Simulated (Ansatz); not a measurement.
GeSi₂H₉O, doublet: a relaxation.

The input file, in.yaml:

```yaml
crystal:
  periodic: [false, false, false]
  atoms:
    - {symbol: H, position_ang: [-0.302631, 0.177721, -1.425639]}
    - {symbol: Si, position_ang: [0.823744, -1.691951, -0.704092]}
    - {symbol: O, position_ang: [0.964543, -1.046952, 0.795799]}
    - {symbol: Si, position_ang: [0.451794, -0.093529, 2.020316]}
    - {symbol: Ge, position_ang: [-1.039339, 1.413034, -1.473247]}
    - {symbol: H, position_ang: [-0.084136, -2.873398, -0.659399]}
    - {symbol: H, position_ang: [2.174411, -2.002815, -1.228533]}
    - {symbol: H, position_ang: [1.273184, -0.384051, 3.221881]}
    - {symbol: H, position_ang: [-0.980151, -0.355481, 2.321763]}
    - {symbol: H, position_ang: [0.610274, 1.338223, 1.647699]}
    - {symbol: H, position_ang: [-1.857826, 1.400803, -2.773339]}
    - {symbol: H, position_ang: [-0.051250, 2.588489, -1.479024]}
    - {symbol: H, position_ang: [-1.982516, 1.529806, -0.264185]}
basis:
  gaussian: {orbitals: def2-TZVP}
magnetization: {spin_polarized: true, initial_magnetization: 1}
hamiltonian: {xc: pbe0, dispersion: d4}
relax: {f_tol: 0.005, max_steps: 200}
```

Launched with

```bash
ansatz run in.yaml --threads 4 --pin off --events-out ev --progress --plain --max-ram 66560MiB --backend cuda --devices 0, --max-vram 37GiB
```

The run's output (Ansatz 0.2.0):

```
Functional definition: PBE0
  name "PBE0"
  cite "Adamo & Barone, J. Chem. Phys. 110, 6158 (1999) doi:10.1063/1.478522"
  cite "Perdew, Burke & Ernzerhof, Phys. Rev. Lett. 77, 3865 (1996) doi:10.1103/PhysRevLett.77.3865"
  parent pbe
  parameter a = 0.25
  parameter kappa = 0.804
  parameter beta = 0.06672455060314922
  exchange = (1 - a)*pbe_x(kappa = kappa, mu = beta*pi^2/3) + a*exact_x
  correlation = pbe_c(beta = beta)
1484 factors; their error is unknown
mean field evaluation 1: about -74447.1325 eV, gradient 3.8e1 eV
mean field evaluation 2: about -74434.7773 eV, gradient 6.8e1 eV
mean field evaluation 4: about -74451.7212 eV, gradient 2.5e0 eV
mean field evaluation 8: about -74451.7273 eV, gradient 2.9e-2 eV
mean field evaluation 16: about -74452.0697 eV, gradient 3.2e-5 eV
mean field -74452.06972613 eV, -2736.0630970098 hartree, gradient 9.0e-6 eV, S^2 0.752610; 0 other end points of the search recorded, 0 dependent functions left out
the calculation of the forces begins
reference -74452.06976832 eV, -2736.0630985605 hartree; 39, 38 occupied and 168, 169 virtual orbitals, 1484 factors
relax step   1: F+E_penalty+E_count = -74452.32952419 eV  Δ(F+E_penalty+E_count) = +0.000e0 eV  max|allowed force component| = 2.116e0 eV/Å  Δτ_max = 0.0000 Å  (30 SCF iters, accepted)
relax step   2: F+E_penalty+E_count = -74452.52237647 eV  Δ(F+E_penalty+E_count) = -1.929e-1 eV  max|allowed force component| = 4.549e-1 eV/Å  Δτ_max = 0.1946 Å  (32 SCF iters, accepted)
relax step   3: F+E_penalty+E_count = -74452.55971212 eV  Δ(F+E_penalty+E_count) = -3.734e-2 eV  max|allowed force component| = 9.581e-2 eV/Å  Δτ_max = 0.1624 Å  (32 SCF iters, accepted)
relax step   4: F+E_penalty+E_count = -74452.57174677 eV  Δ(F+E_penalty+E_count) = -1.203e-2 eV  max|allowed force component| = 3.617e-1 eV/Å  Δτ_max = 0.1999 Å  (32 SCF iters, accepted)
relax step   5: F+E_penalty+E_count = -74452.58077503 eV  Δ(F+E_penalty+E_count) = -9.028e-3 eV  max|allowed force component| = 2.750e-1 eV/Å  Δτ_max = 0.1949 Å  (33 SCF iters, accepted)
relax step   6: F+E_penalty+E_count = -74452.58378890 eV  Δ(F+E_penalty+E_count) = -3.014e-3 eV  max|allowed force component| = 1.518e-1 eV/Å  Δτ_max = 0.0929 Å  (33 SCF iters, accepted)
relax step   7: F+E_penalty+E_count = -74452.58554916 eV  Δ(F+E_penalty+E_count) = -1.760e-3 eV  max|allowed force component| = 1.265e-1 eV/Å  Δτ_max = 0.0541 Å  (33 SCF iters, accepted)
relax step   8: F+E_penalty+E_count = -74452.58813721 eV  Δ(F+E_penalty+E_count) = -2.588e-3 eV  max|allowed force component| = 8.567e-2 eV/Å  Δτ_max = 0.0911 Å  (32 SCF iters, accepted)
relax step   9: F+E_penalty+E_count = -74452.58986934 eV  Δ(F+E_penalty+E_count) = -1.732e-3 eV  max|allowed force component| = 1.318e-1 eV/Å  Δτ_max = 0.1226 Å  (32 SCF iters, accepted)
relax step  10: F+E_penalty+E_count = -74452.59148118 eV  Δ(F+E_penalty+E_count) = -1.612e-3 eV  max|allowed force component| = 1.177e-1 eV/Å  Δτ_max = 0.0676 Å  (33 SCF iters, accepted)
relax step  11: F+E_penalty+E_count = -74452.59387816 eV  Δ(F+E_penalty+E_count) = -2.397e-3 eV  max|allowed force component| = 7.725e-2 eV/Å  Δτ_max = 0.1210 Å  (33 SCF iters, accepted)
relax step  12: F+E_penalty+E_count = -74452.59541159 eV  Δ(F+E_penalty+E_count) = -1.533e-3 eV  max|allowed force component| = 9.167e-2 eV/Å  Δτ_max = 0.1598 Å  (33 SCF iters, accepted)
relax step  13: F+E_penalty+E_count = -74452.59625711 eV  Δ(F+E_penalty+E_count) = -8.455e-4 eV  max|allowed force component| = 5.353e-2 eV/Å  Δτ_max = 0.0440 Å  (33 SCF iters, accepted)
relax step  14: F+E_penalty+E_count = -74452.59716210 eV  Δ(F+E_penalty+E_count) = -9.050e-4 eV  max|allowed force component| = 4.893e-2 eV/Å  Δτ_max = 0.0355 Å  (32 SCF iters, accepted)
relax step  15: F+E_penalty+E_count = -74452.59751299 eV  Δ(F+E_penalty+E_count) = -3.509e-4 eV  max|allowed force component| = 5.890e-2 eV/Å  Δτ_max = 0.0232 Å  (31 SCF iters, accepted)
relax step  16: F+E_penalty+E_count = -74452.59763414 eV  Δ(F+E_penalty+E_count) = -1.211e-4 eV  max|allowed force component| = 2.887e-2 eV/Å  Δτ_max = 0.0165 Å  (32 SCF iters, accepted)
relax step  17: F+E_penalty+E_count = -74452.59768576 eV  Δ(F+E_penalty+E_count) = -5.162e-5 eV  max|allowed force component| = 1.452e-2 eV/Å  Δτ_max = 0.0052 Å  (26 SCF iters, accepted)
relax step  18: F+E_penalty+E_count = -74452.59774416 eV  Δ(F+E_penalty+E_count) = -5.840e-5 eV  max|allowed force component| = 6.227e-3 eV/Å  Δτ_max = 0.0087 Å  (28 SCF iters, accepted)
relax step  19: F+E_penalty+E_count = -74452.59783047 eV  Δ(F+E_penalty+E_count) = -8.631e-5 eV  max|allowed force component| = 6.350e-3 eV/Å  Δτ_max = 0.0252 Å  (31 SCF iters, accepted)
relax step  20: F+E_penalty+E_count = -74452.59784735 eV  Δ(F+E_penalty+E_count) = -1.688e-5 eV  max|allowed force component| = 7.172e-3 eV/Å  Δτ_max = 0.0096 Å  (33 SCF iters, accepted)
relax step  21: F+E_penalty+E_count = -74452.59786929 eV  Δ(F+E_penalty+E_count) = -2.194e-5 eV  max|allowed force component| = 8.542e-3 eV/Å  Δτ_max = 0.0073 Å  (27 SCF iters, accepted)
relax step  22: F+E_penalty+E_count = -74452.59789312 eV  Δ(F+E_penalty+E_count) = -2.383e-5 eV  max|allowed force component| = 6.227e-3 eV/Å  Δτ_max = 0.0084 Å  (27 SCF iters, accepted)
relax step  23: F+E_penalty+E_count = -74452.59791383 eV  Δ(F+E_penalty+E_count) = -2.070e-5 eV  max|allowed force component| = 6.635e-3 eV/Å  Δτ_max = 0.0142 Å  (32 SCF iters, accepted)
relax step  24: F+E_penalty+E_count = -74452.59792440 eV  Δ(F+E_penalty+E_count) = -1.057e-5 eV  max|allowed force component| = 5.153e-3 eV/Å  Δτ_max = 0.0160 Å  (32 SCF iters, accepted)
relax step  25: F+E_penalty+E_count = -74452.59793502 eV  Δ(F+E_penalty+E_count) = -1.062e-5 eV  max|allowed force component| = 3.622e-3 eV/Å  Δτ_max = 0.0104 Å  (26 SCF iters, accepted)
relax step  26: F+E_penalty+E_count = -74452.59794657 eV  Δ(F+E_penalty+E_count) = -1.155e-5 eV  max|allowed force component| = 3.611e-3 eV/Å  Δτ_max = 0.0067 Å  (26 SCF iters, accepted)
relax step  27: F+E_penalty+E_count = -74452.59797113 eV  Δ(F+E_penalty+E_count) = -2.457e-5 eV  max|allowed force component| = 1.020e-2 eV/Å  Δτ_max = 0.0200 Å  (32 SCF iters, accepted)
relax step  28: F+E_penalty+E_count = -74452.59798859 eV  Δ(F+E_penalty+E_count) = -1.745e-5 eV  max|allowed force component| = 1.329e-2 eV/Å  Δτ_max = 0.0153 Å  (33 SCF iters, accepted)
relax step  29: F+E_penalty+E_count = -74452.59800676 eV  Δ(F+E_penalty+E_count) = -1.817e-5 eV  max|allowed force component| = 9.544e-3 eV/Å  Δτ_max = 0.0176 Å  (33 SCF iters, accepted)
relax step  30: F+E_penalty+E_count = -74452.59802131 eV  Δ(F+E_penalty+E_count) = -1.456e-5 eV  max|allowed force component| = 8.055e-3 eV/Å  Δτ_max = 0.0136 Å  (26 SCF iters, accepted)
relax step  31: F+E_penalty+E_count = -74452.59803257 eV  Δ(F+E_penalty+E_count) = -1.126e-5 eV  max|allowed force component| = 8.763e-3 eV/Å  Δτ_max = 0.0128 Å  (27 SCF iters, accepted)
relax step  32: F+E_penalty+E_count = -74452.59804059 eV  Δ(F+E_penalty+E_count) = -8.014e-6 eV  max|allowed force component| = 8.858e-3 eV/Å  Δτ_max = 0.0080 Å  (28 SCF iters, accepted)
relax step  33: F+E_penalty+E_count = -74452.59804474 eV  Δ(F+E_penalty+E_count) = -4.155e-6 eV  max|allowed force component| = 6.234e-3 eV/Å  Δτ_max = 0.0040 Å  (23 SCF iters, accepted)
relax step  34: F+E_penalty+E_count = -74452.59804669 eV  Δ(F+E_penalty+E_count) = -1.944e-6 eV  max|allowed force component| = 2.988e-3 eV/Å  Δτ_max = 0.0035 Å  (23 SCF iters, accepted)
Total energy: -74452.59808903 eV, -2736.0825139884 hartree
Atom 0 at    -0.411895     0.331434    -1.350267 Å, force     0.000230    -0.000179    -0.000389 eV/Å
Atom 1 at     1.270470    -1.933573    -0.618107 Å, force    -0.001366     0.000021    -0.001854 eV/Å
Atom 2 at     1.309398    -1.127586     0.806597 Å, force     0.002324     0.000974     0.002988 eV/Å
Atom 3 at     0.526522    -0.098846     1.810958 Å, force    -0.001502    -0.000245    -0.001893 eV/Å
Atom 4 at    -1.255513     1.617622    -1.393613 Å, force    -0.000195    -0.001743    -0.001232 eV/Å
Atom 5 at    -0.068543    -2.568440    -0.807784 Å, force    -0.000671    -0.000205    -0.000041 eV/Å
Atom 6 at     2.336748    -2.974099    -0.577052 Å, force     0.000714    -0.000478    -0.000030 eV/Å
Atom 7 at     1.115317    -0.238813     3.164457 Å, force     0.000289     0.000213     0.000316 eV/Å
Atom 8 at    -0.922908    -0.424306     1.854379 Å, force    -0.000285     0.000042     0.000147 eV/Å
Atom 9 at     0.696231     1.299782     1.337829 Å, force     0.000471    -0.000319     0.000493 eV/Å
Atom 10 at    -2.085430     1.629572    -2.684159 Å, force     0.000147    -0.000048     0.000118 eV/Å
Atom 11 at    -0.320781     2.832961    -1.365823 Å, force     0.000987     0.001727     0.000037 eV/Å
Atom 12 at    -2.189515     1.654191    -0.177415 Å, force    -0.001144     0.000239     0.001340 eV/Å
Dipole moment:    -0.078796     0.059272    -0.005575 e Å

[the SCF lines of later steps are left out]
```

The lines “mean field evaluation” count trial sets of orbitals through the whole run, from several starts and some on an approximate energy, so they need not fall steadily or lie above the final value.

Hardware: 4 CPU threads of an AMD EPYC 7R13 and a share of one NVIDIA H100, shared host. Wall time 62 s; peak host memory 0.94 GiB.
